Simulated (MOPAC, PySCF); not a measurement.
[Zr(F)(NH2)3], neutral singlet in the gas phase. 

Z-matrix (Å, degrees):
```
Zr
F 1 1.9426
N 1 2.0494 2 111.60
H 3 1.0271 1 127.53 2 131.32
H 3 1.0296 4 107.74 1 170.82
N 1 2.0496 2 111.84 3 -119.94
H 6 1.0271 1 127.44 2 130.78
H 6 1.0295 7 107.74 1 171.10
N 1 2.0497 2 111.88 3 120.04
H 9 1.0272 1 127.29 2 131.52
H 9 1.0295 10 107.74 1 171.16
```
Charge 0, multiplicity 1.

All levels are single points at this geometry (BP86-D3(BJ)/def2-SVP); Pople sets use spherical d functions. Orbital energies aren't observables, and empty levels follow the basis.

B3LYP-D3(BJ)/def2-TZVP in PySCF gives gap (eV) = 6.35.

Task: Estimate the gap (eV) from each of these levels: PBE-D3(BJ)/def2-TZVP in PySCF; TPSSh-D3(BJ)/def2-TZVP in PySCF; B3LYP/6-311+G** (LANL2DZ on Zr) in PySCF; B3LYP/6-31G* (LANL2DZ on Zr) in PySCF; BP86/6-31G* (LANL2DZ on Zr) in PySCF; M06-2X/6-31G* (LANL2DZ on Zr) in PySCF; SVWN5/6-31G* (LANL2DZ on Zr) in PySCF; PM7 in MOPAC.

Result: 
```csv
level,gap (eV)
PBE-D3(BJ)/def2-TZVP in PySCF,4.65
TPSSh-D3(BJ)/def2-TZVP in PySCF,5.73
B3LYP/6-311+G** (LANL2DZ on Zr) in PySCF,6.12
B3LYP/6-31G* (LANL2DZ on Zr) in PySCF,6.17
BP86/6-31G* (LANL2DZ on Zr) in PySCF,4.44
M06-2X/6-31G* (LANL2DZ on Zr) in PySCF,8.67
SVWN5/6-31G* (LANL2DZ on Zr) in PySCF,4.45
PM7 in MOPAC,11.26
```
